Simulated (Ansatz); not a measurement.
`[NH2][Al]1[SiH2][B]1[ZnH]` at its PBE0-D4/def2-TZVP geometry, where that method's forces vanish. Total charge 0; spin multiplicity 1.

```csv
atom,x (Å),y (Å),z (Å)
N1,-0.238,2.361,-1.327
Al2,0.113,0.946,-0.341
Si3,-0.994,-1.580,-0.021
B4,0.436,-0.674,0.719
Zn5,1.861,-1.170,2.037
H6,0.075,2.496,-2.276
H7,-0.834,3.125,-1.050
H8,-1.928,-0.979,-1.030
H9,-1.462,-2.975,0.230
H10,2.971,-1.551,3.060
```

Q: For each bond, give half the difference of the two atoms' forces along it (eV/Å; positive pushes the atoms apart) under PBE-D4, r2SCAN-D4, B3LYP-D4, ωB97M-V in def2-TZVPP. (An estimate is asked.)

A: Computed: 
| bond | length (Å) | PBE-D4 | r2SCAN-D4 | B3LYP-D4 | ωB97M-V |
| --- | --- | --- | --- | --- | --- |
| N1–Al2 | 1.760 | 0.06 | 0.02 | 0.02 | 0.08 |
| N1–H6 | 1.008 | 0.19 | 0.01 | 0.00 | -0.02 |
| N1–H7 | 1.008 | 0.19 | 0.01 | 0.00 | -0.02 |
| Al2–Si3 | 2.777 | -0.01 | -0.04 | 0.19 | -0.07 |
| Al2–B4 | 1.963 | -0.01 | 0.04 | -0.02 | -0.10 |
| Si3–B4 | 1.848 | 0.18 | 0.13 | 0.06 | -0.16 |
| Si3–H8 | 1.500 | 0.05 | -0.04 | -0.06 | -0.03 |
| Si3–H9 | 1.492 | 0.06 | 0.01 | -0.16 | -0.08 |
| B4–Zn5 | 2.004 | -0.15 | -0.10 | 0.12 | 0.15 |
| Zn5–H10 | 1.556 | -0.03 | -0.14 | -0.08 | -0.11 |

B3LYP here is the variant with VWN-RPA as its local correlation; programs differ in this.
